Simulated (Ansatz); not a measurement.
Ansatz (a quantum-chemistry and plane-wave program) input (CCSD(T)/aug-cc-pV(T+d)Z):
A basis named .json is the Basis Set Exchange file of that set.

Ansatz 0.2 input:
```yaml
crystal:
  periodic: [false, false, false]
  atoms:
    - {symbol: C, position_ang: [2.80659309, -1.11498268, -0.24291156]}
    - {symbol: C, position_ang: [1.59203099, -0.75606277, -0.65473605]}
    - {symbol: Si, position_ang: [0.79899761, 0.87553332, -0.24222778]}
    - {symbol: C, position_ang: [-0.81673570, 0.61044645, 0.70756541]}
    - {symbol: O, position_ang: [-1.67724189, -0.17452122, -0.10585595]}
    - {symbol: C, position_ang: [-2.91917561, -0.44980261, 0.50597464]}
    - {symbol: H, position_ang: [3.24216024, -2.07747746, -0.49135408]}
    - {symbol: H, position_ang: [3.42286956, -0.45847157, 0.36279015]}
    - {symbol: H, position_ang: [1.02469142, -1.46098656, -1.25798990]}
    - {symbol: H, position_ang: [1.72438278, 1.66285199, 0.61162791]}
    - {symbol: H, position_ang: [0.49641386, 1.64147222, -1.47548052]}
    - {symbol: H, position_ang: [-0.61636884, 0.10292031, 1.66301605]}
    - {symbol: H, position_ang: [-1.28513414, 1.57580172, 0.95239555]}
    - {symbol: H, position_ang: [-3.50081665, -1.05181152, -0.19108087]}
    - {symbol: H, position_ang: [-3.46658440, 0.47525440, 0.72749182]}
    - {symbol: H, position_ang: [-2.78592181, -1.00844073, 1.44126564]}
basis:
  gaussian:
    orbitals: aug-cc-pV_T+d_Z.json
magnetization: {spin_polarized: false}
correlation: {method: ccsd_t, electrons: outside_noble_gas}
```

End of the output:

```
integrals: 13.52 GiB planned
2921 factors; integrals over basis functions are off by at most 8.7e-4 eV
5.39 GiB of device memory are held for the factors and their scratch space
mean field: 5.27 GiB planned
mean field evaluation 1: about -14176.2500 eV, gradient 4.2e1 eV
mean field evaluation 2: about -14176.4307 eV, gradient 4.2e1 eV
mean field evaluation 4: about -14181.1844 eV, gradient 5.7e0 eV
mean field evaluation 8: about -14181.2709 eV, gradient 2.6e-1 eV
mean field evaluation 16: about -14180.2068 eV, gradient 1.9e1 eV
mean field -14181.27139537 eV, -521.1521113688 hartree, gradient 7.9e-6 eV, S^2 0.000000; 0 other end points of the search recorded, 0 dependent functions left out
10 core orbitals not correlated
reference -14181.27139537 eV, -521.1521113688 hartree; 18, 18 occupied and 487, 487 virtual orbitals, 2921 factors
second order -28.66514506 eV of doubles, -0.00000000 eV of singles
coupled cluster: 99.94 GiB planned
cycle   1  -29.36523257 eV  change   -7.0e-1 eV  update   1.1e-1
cycle   2  -30.11775379 eV  change   -7.5e-1 eV  update   3.5e-2
cycle   3  -30.27061061 eV  change   -1.5e-1 eV  update   1.7e-2
cycle   4  -30.26101738 eV  change    9.6e-3 eV  update   4.6e-3
cycle   5  -30.25995864 eV  change    1.1e-3 eV  update   2.0e-3
cycle   6  -30.26087690 eV  change   -9.2e-4 eV  update   5.6e-4
cycle   7  -30.26070990 eV  change    1.7e-4 eV  update   2.2e-4
cycle   8  -30.26062652 eV  change    8.3e-5 eV  update   6.5e-5
cycle   9  -30.26064617 eV  change   -2.0e-5 eV  update   2.8e-5
perturbative correction -1.27253609 eV, -0.0467648389 hartree
Total energy: -14212.80457764 eV, -522.3109344432 hartree
```
